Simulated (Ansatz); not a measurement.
`NC1(F)C=C[SiH2]1` → `C=N/C(F)=C/[SiH3]`  (isomerisation)

Calculated with Ansatz (gas phase, PBE0-D4/def2-TZVP geometries, no zero-point term in ΔE). CCSD(T)/CBS is the MP2 limit (def2-TZVPP, def2-QZVPP) plus CCSD(T) − MP2 in def2-TZVPP, frozen cores. DFT in def2-TZVPP. B3LYP here is the variant with VWN-RPA as its local correlation; programs differ in this. Each species was taken in one conformer, which may not be the lowest.

(1) Is it downhill or uphill in electronic energy at CCSD(T)/CBS, and by how much? (Estimate.)

(2) What do these levels give: B3LYP-D4, ωB97M-V, B2PLYP, PBE, B3LYP, MP2/def2-TZVPP, SCS-MP2/def2-TZVPP, CCSD/def2-TZVPP, MP2/def2-QZVPP, SCS-MP2/def2-QZVPP, HF/CBS(def2), CCSD/CBS(def2)? (An estimate is asked.)

Largest T1 diagnostic among the species: 0.014.

Answers

(1) Computed: Uphill: ΔE = +18.6 kJ/mol.

(2) The calculation gave: B3LYP-D4 -2.5, ωB97M-V 21.6, B2PLYP 2.0, PBE 8.8, B3LYP -7.3, MP2/def2-TZVPP 20.9, SCS-MP2/def2-TZVPP 11.0, CCSD/def2-TZVPP 11.4, MP2/def2-QZVPP 26.2, SCS-MP2/def2-QZVPP 16.2, HF/CBS(def2) -9.7, CCSD/CBS(def2) 20.4 kJ/mol.

From PBE to PBE0 (25 % exact exchange), in def2-TZVPP and without D4, ΔE moves by +10.9 kJ/mol. The D4 term adds +4.8 kJ/mol with B3LYP and +2.3 kJ/mol with PBE0; it sums over pairs of atoms, weighted by their polarisabilities, and B3LYP, whose exchange is more repulsive, gets the larger term.
